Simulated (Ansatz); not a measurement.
Cartesian coordinates in Å:
```
Cl -1.458 0.823 0.812
Sn 0.562 0.758 -0.413
Cl 0.896 -1.581 -0.399
```

The species carries charge 0 and has multiplicity 1. Sn takes the def2 core potential.

(1) List the r2SCAN/def2-TZVPP orbital energies in eV (Ansatz 0.2.0). (Estimate.)

Results:

(1) The calculation gave: Occupied: -2753.06, -2753.06, -254.43, -254.43, -192.94, -192.94, -192.87, -192.87, -192.83, -192.83, -138.41, -93.35, -93.16, -93.10, -27.67, -27.58, -27.54, -27.53, -27.38, -20.96, -20.50, -12.55, -9.42, -8.58, -8.52, -8.05, -7.73, -7.26. Lowest empty: -3.73, -1.24, -1.03, 2.96, 3.07, 3.23, 3.73, 4.47.
